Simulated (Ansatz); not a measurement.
Reaction (substitution at a C–N bond): `C=CN[SiH2]S` + `[SiH3]S` → `C=CS[SiH3]` + `N[SiH2]S`

Computed with Ansatz on PBE0-D4/def2-TZVP structures; ΔE is electronic, products minus reactants. CCSD(T)/CBS adds triple-zeta CCSD(T) − MP2 to the extrapolated MP2 energy (def2 sets, frozen cores). DFT in def2-TZVPP. One conformer a species, not always the lowest.

**Question.** Is it downhill or uphill in electronic energy at CCSD(T)/CBS, and by how much? (Estimate.)

**Answer.** The calculation gave: Uphill: ΔE = +3.7 kJ/mol.

**Question.** What do these levels give: revPBE-D4, B97M-V, BHLYP-D4, CAM-B3LYP-D4, r2SCAN, r2SCAN0, MP2/def2-SVP, SCS-MP2/def2-TZVPP, HF/def2-QZVPP, SCS-MP2/def2-QZVPP, MP2/CBS(def2), CCSD/CBS(def2)? (An estimate is asked.)

**Answer.** The calculation gave: revPBE-D4 7.2, B97M-V 8.5, BHLYP-D4 10.3, CAM-B3LYP-D4 12.3, r2SCAN 8.7, r2SCAN0 9.3, MP2/def2-SVP 22.4, SCS-MP2/def2-TZVPP 5.7, HF/def2-QZVPP 12.6, SCS-MP2/def2-QZVPP 3.3, MP2/CBS(def2) 0.4, CCSD/CBS(def2) 5.0 kJ/mol.

Largest T1 diagnostic among the species: 0.012.

At CCSD(T), def2-SVP lies +20.8 kJ/mol from the extrapolated value and def2-TZVPP +4.1 kJ/mol. In def2-TZVPP, CCSD(T) changes the Hartree–Fock value by −5.1 kJ/mol (the triples alone add −1.3 kJ/mol) and MP2 by −8.3 kJ/mol.
